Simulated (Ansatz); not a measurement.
Species: HF$_{2}$SeSi, SMILES `F[Si](F)[SeH]` (F–Si–Se–H torsion 62°) (charge 0, multiplicity 2).

Task: Give a relaxed geometry from r2SCAN-D4/def2-TZVP run with Ansatz (an electronic-structure program).

Result: One answer among several that fit: the end point of this relaxation, one of several conformers (outside a Z-matrix the atoms follow the SMILES, hydrogens last).
Z-matrix (Å, degrees):
```
Si
F 1 1.5942
F 1 1.5951 2 106.59
Se 1 2.2807 2 105.12 3 -119.08
H 4 1.4691 1 90.38 2 176.97
```
